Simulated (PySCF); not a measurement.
C3H5, SMILES C[C]=C, multiplicity 2. Coordinates come from a PBE-D3(BJ)/def2-TZVP optimisation. The isomer is the one that the SMILES or the coordinates give; other isomers of the formula were not compared.

These are PBE-D3(BJ)/def2-TZVP (PySCF 2.14.0) values and carry that method's errors.

Harmonic wavenumbers (cm⁻¹): 183, 300, 462, 838, 873, 917, 1009, 1061, 1334, 1366, 1397, 1415, 1716, 2893, 2956, 2990, 3017, 3083. Rotational constants (GHz): 75.55, 8.606, 8.119; symmetry number 1.

### Question
Work out the zero-point energy and the ideal-gas rigid-rotor harmonic-oscillator thermochemistry at 298.15 K and 1 atm.

### Answer
ZPE = ½ Σ hcν = ½ × 27813 cm⁻¹ = 39.76 kcal/mol. H − E(el) = 43.10 kcal/mol. Entropy in cal/(mol K): translation 37.07, rotation 21.64, vibration 5.18, spin 1.38, total 65.26. G − E(el) = 23.64 kcal/mol. Cp = 15.60 cal/(mol K).
